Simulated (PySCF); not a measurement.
**Radial density of Ti (titanium, neutral)**

CAM-B3LYP, [Ar] 3d2 4s1 4p1, one real determinant (an excited configuration). Calculation: PySCF 2.14, in aug-cc-pVTZ with one added diffuse shell each of s, p, d, f, g type (9s8p6d4f3g, 118 functions); no relativity, point nucleus.

```csv
r (bohr),4πr²ρ (e/bohr),4πr²(ρα − ρβ)
0.00124,0.1307,0.0001
0.00209,0.3563,0.0001
0.00351,0.9471,0.0004
0.00591,2.412,0.0010
0.00994,5.717,0.0023
0.0167,12.02,0.0047
0.0281,20.73,0.0077
0.0473,26.01,0.0081
0.0795,21.90,0.0063
0.134,20.60,0.0271
0.225,27.98,0.0987
0.379,15.90,0.3337
0.637,8.318,1.0576
1.07,9.180,1.2999
1.80,2.349,0.8527
3.03,0.7808,0.7443
5.10,0.2924,0.2924
8.57,0.02315,0.0231
14.4,0.0001340,0.0001
```

⟨L²⟩ = 13.94 against 20 for a pure G term, so this real determinant mixes terms.
